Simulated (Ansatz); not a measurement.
The cluster PbSe₂, relaxed as a triplet with UKS r2SCAN-D4/def2-TZVP in Ansatz, starting from the r2SCAN-D4/def2-TZVP geometry of the neutral singlet. Force threshold 0.02 eV/Å.

In the def2 sets Pb takes a core potential; there is no spin–orbit coupling. At r2SCAN-D4/def2-TZVP a singlet of charge 0 lies 0.91 eV below the triplet, each at its own geometry. The structure comes from a short search, and lower isomers may exist.

Start:

```csv
atom,x (Å),y (Å),z (Å)
Pb1,-1.435,0.036,-0.577
Se2,0.614,1.150,0.620
Se3,0.821,-1.187,-0.043
```

```csv
step,energy (eV),largest force component (eV/Å),SCF passes
1,-135950.4688,2.679,21
2,-135950.9435,0.323,28
3,-135950.9501,0.084,24
4,-135950.9506,0.009,25
```

Force components are those of the run's own axes.

End:

```csv
atom,x (Å),y (Å),z (Å)
Pb1,-1.599,0.041,-0.642
Se2,0.703,1.066,0.629
Se3,0.896,-1.107,0.013
```

By distances, no bond broke or formed. The bond that changes most is Pb1–Se2, from 2.62 to 2.82 Å (atoms count from 1).

No frequencies were taken in this run, so the end may be a saddle point.

Run time 11 s (4 threads of AMD EPYC 7B13 on a shared host).
